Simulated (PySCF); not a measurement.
**Highest orbital energy against ionisation energy along the second row**

Calculated with PySCF 2.14, no spin-orbit coupling. Each cell gives −ε(HOMO) / ΔSCF in eV; NIST values include spin-orbit coupling, (s) semi-empirical, (t) theoretical.

```tsv
species	UHF	LDA	PBE	PBE0	r2SCAN	NIST (lowest levels)
Be⁺ (aug-cc-pV5Z, non-relativistic)	18.129 / 18.127	14.299 / 18.253	14.470 / 18.494	15.480 / 18.455	14.602 / 18.186	18.211
B⁺ (aug-cc-pV5Z, non-relativistic)	23.778 / 23.443	19.408 / 24.553	19.505 / 24.606	20.793 / 24.561	19.731 / 24.263	25.155
C⁺ (aug-cc-pV5Z, non-relativistic)	24.883 / 24.174	17.812 / 24.777	17.957 / 24.858	19.798 / 24.839	18.655 / 25.009	24.383
N⁺ (aug-cc-pV5Z, non-relativistic)	30.384 / 29.208	22.011 / 30.063	22.025 / 29.904	24.245 / 29.914	22.802 / 30.135	29.601 (s)
O⁺ (aug-cc-pV5Z, non-relativistic)	36.213 / 34.576	26.449 / 35.591	26.369 / 35.279	28.978 / 35.313	27.296 / 35.477	35.121
F⁺ (aug-cc-pV5Z, non-relativistic)	35.665 / 33.395	26.191 / 35.285	26.462 / 35.431	29.043 / 35.260	27.062 / 35.121	34.971
Ne⁺ (aug-cc-pV5Z, non-relativistic)	42.106 / 39.271	31.252 / 41.449	31.248 / 41.145	34.229 / 41.008	32.040 / 41.138	40.963
```

How far is −ε(HOMO) from ΔSCF on average for each method, and why?

UHF 1.28 eV; LDA -7.51 eV; PBE -7.38 eV; PBE0 -5.25 eV; r2SCAN -6.73 eV. Hartree-Fock orbital energies lack relaxation and so exceed the ΔSCF value; semilocal functionals have convex E(N) from self-interaction, so their HOMO lies far too high; exact exchange moves hybrids part of the way back.
